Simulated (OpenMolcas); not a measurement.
# N II: effect of the basis set

| Quantity | Value |
| --- | --- |
| Program | OpenMolcas 26.06 |
| Method | CASSCF |
| Active space | 4 electrons in 4 orbitals (2s 2p) |
| State averaging | 2S+1 = 3 even, 6 roots; 2S+1 = 1 even, 6 roots; 2S+1 = 5 odd, 1 root; 2S+1 = 3 odd, 9 roots; 2S+1 = 1 odd, 8 roots |
| Spin-orbit coupling | state interaction with AMFI integrals over the reference wave functions, term energies averaged over their components |

A. ANO-R1 [3s2p1d], X2C, finite nucleus; cost of the order of 20 core-seconds
B. ANO-L-VTZP [4s3p2d1f], non-relativistic, point nucleus; cost of the order of 14 core-seconds
C. ANO-RCC-VTZP [4s3p2d1f], DKH2, point nucleus; cost about 9 core-seconds
D. ANO-R2 [4s4p2d1f], X2C, finite nucleus; cost of the order of 18 core-seconds
E. ANO-R3 [4s4p2d1f], X2C, finite nucleus; cost about 12 core-seconds
F. ANO-RCC-VQZP [5s4p3d2f1g], DKH2, point nucleus; cost roughly 13 core-seconds

Energies in cm-1 above 2s2 2p2 3P0, the measured ground level; measured values from NIST Handbook of Basic Atomic Spectroscopic Data.

```tsv
Level	A	B	C	D	E	F	Measured
2s2 2p2 3P0	0.0	0.0	0.0	0.0	0.0	0.0	0.0
2s2 2p2 3P1	43.8	44.3	44.1	44.2	44.2	44.7	48.7
2s2 2p2 3P2	130	132	131	131	131	133	131
2s2 2p2 1D2	17532	17474	17523	17496	17496	17499	15316
2s2 2p2 1S0	30909	30615	30700	30670	30670	30671	32689
2s 2p3 5S* 2	36273	35711	35590	35675	35675	35603	46785
2s 2p3 3D* 2	95784	95416	95680	95658	95658	95633	92250
2s 2p3 3D* 1	95784	95416	95680	95658	95658	95633	92251
2s 2p3 3D* 3	95784	95416	95680	95659	95659	95633	92236
2s 2p3 3P* 0	113236	112784	113096	113049	113049	113028	109223
2s 2p3 3P* 1	113236	112785	113096	113049	113049	113029	109216
2s 2p3 3P* 2	113236	112785	113097	113049	113049	113029	109217
2s 2p3 1D* 2	160510	160229	160602	160473	160473	160470	144188
2s 2p3 3S* 1	167092	167340	167832	167661	167661	167692	155127
2s 2p3 1P* 1	177659	177311	177629	177485	177485	177485	166766
```

Deviations, from unrounded energies. A percentage is the sum of absolute deviations over the sum of measured energies, with the sign that they share, or ± where signs differ.

```tsv
Against measurement	Levels	A	B	C	D	E	F
mean absolute deviation (cm-1)	14	5500	5300	5500	5500	5500	5500
fine structure of the ground term (%)	2	-3.1	±2.9	±2.6	±2.8	±2.8	±3.3
other terms of the ground configuration (%)	2	±8.3	±8.8	±8.7	±8.7	±8.7	±8.8
other configurations (%)	10	±6.5	±6.3	±6.5	±6.5	±6.5	±6.5
```

A, B, C, D, E, F lie about equally close to measurement. The largest miss of B in the table is 2s 2p3 1D* 2, by +16000 cm-1. The ranking rests on the paired levels alone, and a cruder setting can come out closer through cancelling errors.

Among A to F the level of the table that moves most is 2s 2p3 3S* 1, by 740 cm-1 (lowest in A, highest in C).

Without dynamic correlation excited terms often stand tens of per cent too high (terms of higher spin than the ground term too low), and those without a measured partner can miss by more than the paired ones. Measured partners are found by configuration, term and J. A level has none where our copy of the source lacks it or the pairing is in doubt (some pairs that miss far off the trend of their configuration count as doubtful), and it then counts in no deviation. Only configurations of the active space appear. The table leaves out levels that lie high or whose names do not pair safely across all columns.

* marks odd parity.
